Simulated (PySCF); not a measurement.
C3H7O (SMILES [CH2]OCC), doublet, geometry from GFN2-xTB; MP2/pcseg-1 run with PySCF.

Here is a job for PySCF.
```python
from pyscf import gto, scf, mp

mol = gto.Mole()
mol.atom = '''
    C     1.476361    0.466901    0.436562
    O     0.679123    0.162342   -0.623213
    C    -0.432809   -0.654260   -0.344227
    C    -1.535893    0.105149    0.390271
    H     2.335845    1.048988    0.169802
    H     1.504872   -0.204834    1.278488
    H    -0.120268   -1.523880    0.251816
    H    -0.793488   -1.000427   -1.316698
    H    -1.861638    0.954622   -0.204428
    H    -1.161662    0.471863    1.343366
    H    -2.382598   -0.551801    0.567726
'''
mol.basis = 'pcseg-1'
mol.charge = 0
mol.spin = 1
mol.verbose = 5
mol.build()

mf = scf.UHF(mol)
mf.kernel()

pt = mp.MP2(mf, frozen=4)
pt.kernel()
print('E(MP2) = %.10f' % pt.e_tot)
```

The log (banner, timings and long lists left out):

```
PySCF version 2.14.0

[INPUT] verbose = 5
[INPUT] max_memory = 4000
[INPUT] num. atoms = 11
[INPUT] num. electrons = 33
[INPUT] charge = 0
[INPUT] spin (= nelec alpha-beta = 2S) = 1
[INPUT] symmetry False subgroup None
[INPUT] Mole.unit = angstrom
[INPUT] Symbol           X                Y                Z      unit          X                Y                Z       unit  Magmom
[...]
[INPUT] ---------------- BASIS SET ----------------
[INPUT] l, kappa, [nprim/nctr], expnt,             c_1 c_2 ...
[INPUT] C
[...]
                                187.145           0.0449576    0    0
                                42.5126           0.197901    0    0
                                11.7393            0.5    0    0
                                3.50548           0.480364    0    0
                                5.39089              0 -0.070398    0
                                0.493341             0  0.5    0
                                0.149741             0    0    1
[...]
                                1.93658           0.224999    0
                                0.526296           0.5    0
                                0.136319             0    1
[...]
[INPUT] O
[...]
                                344.416           0.0437333    0    0
                                78.2538           0.194796    0    0
                                21.7195            0.5    0    0
                                6.55907           0.484614    0    0
                                10.4656              0 -0.0713343    0
                                0.964351             0  0.5    0
                                0.285127             0    0    1
[...]
                                3.68999           0.242689    0
                                0.992996           0.5    0
                                0.244924             0    1
[...]
[INPUT] H
[...]
                                1.86871           0.15915    0
                                0.418208           0.5    0
                                0.1061               0    1
[...]
nuclear repulsion = 127.711359689
number of shells = 26
number of NR pGTOs = 149
number of NR cGTOs = 91
basis = pcseg-1
ecp = {}

******** <class 'pyscf.scf.uhf.UHF'> ********
method = UHF
initial guess = minao
damping factor = 0
level_shift factor = 0
DIIS = <class 'pyscf.scf.diis.CDIIS'>
diis_start_cycle = 1
diis_space = 8
diis_damp = 0
SCF conv_tol = 1e-09
SCF conv_tol_grad = None
SCF max_cycles = 50
direct_scf = True
direct_scf_tol = 1e-13
number electrons alpha = 17  beta = 16
Set gradient conv threshold to 3.16228e-05
E1 = -511.9454844856515  E2 = 191.31597452636217  Ecoul = 217.60453415248952  Exc = -26.288559626127352
init E= -192.91815027029
cond(S) = 909.7978225397683

  alpha mo_energy =
[-20.72844859 -11.30393538 -11.29731127 -11.28428129  -1.77740599
  -1.34971209  -1.09211406  -0.90193885  -0.66195393  -0.63331132
  -0.58510982  -0.5008275   -0.45604953  -0.4089169   -0.36770867
  -0.35446692  -0.06598536   0.11977849   0.15670057   0.1632375
   0.18085979   0.19478104   0.20554463   0.22968787   0.23410626
   0.30717194   0.33981617   0.5274452    0.54131146   0.55864505
   0.60679408   0.63167454   0.65139205   0.67415406   0.71568546
   0.73831675   0.79357585   0.80238237   0.81079995   0.81573799
   0.83371751   0.84624663   0.91530693   0.97877818   1.12221571
   1.1342041    1.23979334   1.30695789   1.43909114   1.50051418
   1.61746953   1.69772484   1.753851     1.80945273   1.84358455
   1.96635214   2.01084814   2.05194584   2.09185632   2.10410566
   2.13859074   2.15855139   2.16783378   2.17065786   2.19051802
   2.27151289   2.33430001   2.34869467   2.41337119   2.47025452
   2.52616028   2.55119361   2.62861942   2.73037678   2.75054697
   2.79604525   2.86491398   2.91687362   2.97783062   3.00090605
   3.03535661   3.11524657   3.27795805   3.33632781   3.36837225
   3.44028577   3.50980764   3.56384832   3.60083756   3.63618755
   3.71491535]
[...]
   1.20806833   1.31708368   1.38526645   1.49061914   1.55764583
   1.68269932   1.7623057    1.81813012   1.86657507   1.90751548
   2.03650206   2.07474024   2.10922769   2.15204729   2.16291448
   2.2041036    2.22366136   2.22940865   2.24770522   2.25408544
   2.32932959   2.38706722   2.4099674    2.47392889   2.53484566
   2.59279191   2.61742649   2.69456147   2.79486856   2.82936844
   2.86432871   2.9330142    2.99131365   3.04927515   3.0809878
   3.11712585   3.18789231   3.35772465   3.41845362   3.44777898
   3.50552351   3.57797873   3.63420861   3.66711506   3.70969687
   3.78659902]
multiplicity <S^2> = 0.75968639  2S+1 = 2.0096631
E1 = -513.9080655064953  E2 = 193.77117509342224  Ecoul = 220.06016081964407  Exc = -26.288985726221824
cycle= 13 E= -192.425530724074  delta_E= -1.23e-10  |g|= 4.3e-06  |ddm|= 2.04e-05
  alpha mo_energy =
[-20.55486883 -11.27320348 -11.26592183 -11.2098099   -1.41359016
  -1.0334335   -0.932257    -0.82857265  -0.68648639  -0.66962686
  -0.64336762  -0.58484539  -0.54928958  -0.52024494  -0.4989759
  -0.47924365  -0.32762259   0.16306864   0.19257864   0.20767482
   0.20981783   0.2326643    0.25520377   0.26432488   0.2959879
   0.36305541   0.40481643   0.55124149   0.57767401   0.5790456
   0.65609551   0.67576828   0.70084468   0.73683191   0.76392403
   0.81820066   0.85110044   0.87602399   0.88094485   0.90137133
   0.91183892   0.93587979   0.95911607   1.03075522   1.1861543
   1.19878967   1.29961287   1.37767994   1.4757257    1.55275485
   1.66161038   1.73455319   1.79926608   1.8602038    1.89912889
   2.03201863   2.07058064   2.10360929   2.14386975   2.15547737
   2.19811498   2.20394172   2.22217647   2.22768148   2.25371872
   2.32292591   2.3848539    2.40841902   2.47001934   2.52509774
   2.57308582   2.61177445   2.68286895   2.77732192   2.81478897
   2.8614473    2.92837482   2.98712156   3.04339434   3.06923109
   3.10752759   3.18436273   3.35404639   3.4128055    3.4461159
   3.50283259   3.5758316    3.63099343   3.66361637   3.7050923
   3.7801606 ]
  beta  mo_energy =
[-20.54772743 -11.27356366 -11.24018854 -11.20959353  -1.39416568
  -1.02732074  -0.8936305   -0.80321644  -0.67829     -0.65667495
  -0.60496389  -0.57914175  -0.54182431  -0.5157277   -0.47846055
  -0.44986536   0.14975549   0.16618415   0.19784631   0.21217923
   0.21571094   0.23469961   0.26032032   0.27024272   0.30692932
   0.36895581   0.4146285    0.55291109   0.57847763   0.62230939
   0.68631207   0.69299385   0.73763483   0.76241774   0.79671029
   0.82238392   0.85669903   0.88127137   0.88712946   0.90320112
   0.91751496   0.9376976    0.98380965   1.03942226   1.20556195
   1.2080682    1.31708352   1.38526645   1.49061963   1.55764661
   1.68269988   1.76230637   1.81813069   1.86657571   1.90751605
   2.0365027    2.07474085   2.10922823   2.15204775   2.16291492
   2.2041041    2.22366213   2.22940911   2.24770604   2.25408587
   2.32933021   2.38706773   2.40996803   2.47392941   2.53484604
   2.59279253   2.61742712   2.6945621    2.79486938   2.82936892
   2.86432907   2.93301488   2.99131404   3.04927571   3.08098826
   3.11712625   3.1878929    3.35772511   3.41845416   3.44777952
   3.50552433   3.57797952   3.63420927   3.6671159    3.70969747
   3.78659979]
multiplicity <S^2> = 0.75968625  2S+1 = 2.0096629
E1 = -513.9080638594945  E2 = 193.771173446402  Ecoul = 220.06015984879352  Exc = -26.288986402391515
Extra cycle  E= -192.425530724093  delta_E= -1.94e-11  |g|= 2.7e-06  |ddm|= 6.06e-06
converged SCF energy = -192.425530724093  <S^2> = 0.75968625  2S+1 = 2.0096629

******** <class 'pyscf.mp.ump2.UMP2'> ********
nocc = (np.int64(13), np.int64(12)), nmo = (87, 87)
frozen orbitals 4
transform (ia|jb) incore
E(UMP2) = -193.017765725604  E_corr = -0.592235001510933
E(SCS-UMP2) = -193.014530773708  E_corr = -0.589000049615317
E_corr(same-spin) = -0.140402252535926
E_corr(oppo-spin) = -0.451832748975007
E(MP2) = -193.0177657256
```
